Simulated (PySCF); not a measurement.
## The potential of point charges around `Cc1ccccc1`

Species: `Cc1ccccc1`. Coordinates (PBE0-D3(BJ)/def2-SVP, Å) and charges (e) from the PBE0/pcSseg-1 density (PySCF):

```json
{"atom": "C1", "x": "-2.223", "y": "-0.092", "z": "-0.022", "Mulliken": "-0.1478", "IAO": "-0.4174", "Hirshfeld": "-0.1137", "ESP-fitted": "-0.5941"}
{"atom": "C2", "x": "-0.723", "y": "-0.027", "z": "0.010", "Mulliken": "-0.3227", "IAO": "+0.0158", "Hirshfeld": "+0.0084", "ESP-fitted": "+0.3875"}
{"atom": "C3", "x": "0.044", "y": "-1.176", "z": "0.239", "Mulliken": "-0.0406", "IAO": "-0.1603", "Hirshfeld": "-0.0557", "ESP-fitted": "-0.3195"}
{"atom": "C4", "x": "1.436", "y": "-1.124", "z": "0.238", "Mulliken": "-0.0871", "IAO": "-0.1478", "Hirshfeld": "-0.0513", "ESP-fitted": "-0.0949"}
{"atom": "C5", "x": "2.092", "y": "0.085", "z": "0.009", "Mulliken": "-0.0885", "IAO": "-0.1578", "Hirshfeld": "-0.0555", "ESP-fitted": "-0.2004"}
{"atom": "C6", "x": "1.342", "y": "1.238", "z": "-0.217", "Mulliken": "-0.0873", "IAO": "-0.1477", "Hirshfeld": "-0.0513", "ESP-fitted": "-0.1050"}
{"atom": "C7", "x": "-0.050", "y": "1.180", "z": "-0.215", "Mulliken": "-0.0419", "IAO": "-0.1603", "Hirshfeld": "-0.0556", "ESP-fitted": "-0.3234"}
{"atom": "H8", "x": "-2.675", "y": "0.847", "z": "0.328", "Mulliken": "+0.1232", "IAO": "+0.1457", "Hirshfeld": "+0.0454", "ESP-fitted": "+0.1582"}
{"atom": "H9", "x": "-2.605", "y": "-0.911", "z": "0.604", "Mulliken": "+0.1214", "IAO": "+0.1450", "Hirshfeld": "+0.0453", "ESP-fitted": "+0.1582"}
{"atom": "H10", "x": "-2.588", "y": "-0.268", "z": "-1.048", "Mulliken": "+0.1398", "IAO": "+0.1521", "Hirshfeld": "+0.0455", "ESP-fitted": "+0.1652"}
{"atom": "H11", "x": "-0.462", "y": "-2.128", "z": "0.424", "Mulliken": "+0.0740", "IAO": "+0.1427", "Hirshfeld": "+0.0460", "ESP-fitted": "+0.1684"}
{"atom": "H12", "x": "2.013", "y": "-2.033", "z": "0.422", "Mulliken": "+0.0953", "IAO": "+0.1492", "Hirshfeld": "+0.0489", "ESP-fitted": "+0.1370"}
{"atom": "H13", "x": "3.184", "y": "0.128", "z": "0.011", "Mulliken": "+0.0936", "IAO": "+0.1490", "Hirshfeld": "+0.0484", "ESP-fitted": "+0.1492"}
{"atom": "H14", "x": "1.845", "y": "2.192", "z": "-0.393", "Mulliken": "+0.0954", "IAO": "+0.1492", "Hirshfeld": "+0.0489", "ESP-fitted": "+0.1424"}
{"atom": "H15", "x": "-0.629", "y": "2.091", "z": "-0.390", "Mulliken": "+0.0733", "IAO": "+0.1427", "Hirshfeld": "+0.0461", "ESP-fitted": "+0.1712"}
```

Points outside the species (Å): A (-6.0, 7.0, 1.7); B (-0.2, -0.2, 3.8); C (1.7, -3.3, -3.1); D (-3.8, 2.6, 2.1).

**Question.** Find the potential V = 14.3996 V·Å × Σ q/r of each set of charges at these points.

**Answer.** In volts:

```json
{"point": "A", "nearest atom": "H8", "distance (Å)": "7.13", "Mulliken": "+0.032", "IAO": "+0.019", "Hirshfeld": "+0.010", "ESP-fitted": "+0.019"}
{"point": "B", "nearest atom": "C3", "distance (Å)": "3.70", "Mulliken": "-0.344", "IAO": "-0.338", "Hirshfeld": "-0.109", "ESP-fitted": "-0.269"}
{"point": "C", "nearest atom": "H12", "distance (Å)": "3.76", "Mulliken": "-0.159", "IAO": "-0.149", "Hirshfeld": "-0.059", "ESP-fitted": "-0.137"}
{"point": "D", "nearest atom": "H8", "distance (Å)": "2.73", "Mulliken": "+0.144", "IAO": "+0.070", "Hirshfeld": "+0.043", "ESP-fitted": "+0.071"}
```

**Question.** How far are the other sets from the ESP-fitted one at these points?

**Answer.** Root-mean-square difference: IAO 0.035 V, Mulliken 0.054 V, Hirshfeld 0.090 V. The ESP scheme fits charges at the nuclei, held to the total charge, to the electrostatic potential on points at 1.4 to 2.0 times the van der Waals radii.

**Question.** What energy would a point charge of +2 e have at B in the field of the ESP charges, leaving out polarisation?

**Answer.** -0.537 eV = -51.8 kJ/mol, an attraction.

Geometry: PBE0-D3(BJ)/def2-SVP; no solvent, vibrations or thermal averaging.

The run behind these numbers computed NMR shieldings as well. Cost: about 12 s of CPU time on one thread; the machine was shared, so the figure is rough.
